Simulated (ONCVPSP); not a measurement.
**phosphorus, ONCV: configuration errors across variants**

P (Z = 15), optimised norm-conserving Vanderbilt (ONCV), made with ONCVPSP 4.0.1 (LDA (Perdew-Zunger), scalar-relativistic). Core [He], reference 2s2 2p6 3s2 3p2 (charge +1). Waves: 2s+3s: rc 0.85 bohr, ncon 5, nbas 9, qcut 14.2 1/bohr, 3 projectors, debl 1.1 Ha; 2p+3p: rc 0.90 bohr, ncon 3, nbas 7, qcut 13.2 1/bohr, 2 projectors. Local part: polynomial inside 0.70 bohr (lpopt 5, dvloc0 4 Ha). Core correction: none.

All-electron excitation energies from the reference (eV): (1) 2s2 2p6 3s2 3p3 -9.821; (2) 2s2 2p6 3s2 3p1 19.249; (3) 2s2 2p6 3s2 3p0 49.144; (4) 2s2 2p6 3s1 3p3 9.072.

2 further variants failed, have other tests or another functional or relativity, and are left out.

A true bound ghost makes a file unfit for plane-wave use even where its test errors are small: the radial tests pick states by their node count and pass the ghost by.

Errors AE − PS in meV (a dash: test not solved or not reliable):

| change | (1) | (2) | (3) | (4) | bound ghosts | GHOST(+) flags above zero |
| --- | --- | --- | --- | --- | --- | --- |
| base | +0.6 | +0.9 | +7.2 | +0.4 | none | none |
| s: rc 0.6; local potential polynomial inside 0.60 bohr (lpopt 5, dvloc0 4 Ha) | +0.6 | +0.8 | +6.7 | +1.2 | s | s |
| local potential polynomial inside 0.70 bohr (lpopt 5, dvloc0 7 Ha) | +0.6 | +0.9 | +7.2 | +0.4 | none | s |
| s: ncon 4, nbas 8 | +0.6 | +0.9 | +7.4 | +0.2 | none | none |
| s: qcut 13.4 | +0.6 | +0.9 | +7.3 | +0.3 | none | s |
| p: qcut 19.5 | +0.4 | +0.7 | +5.3 | +0.7 | none | none |

Question: Give the same row for: local potential polynomial inside 0.85 bohr (lpopt 5, dvloc0 -1 Ha).

Answer: +0.6, +0.9, +7.2, +0.3; bound ghosts: none; GHOST(+) flags above zero: none.
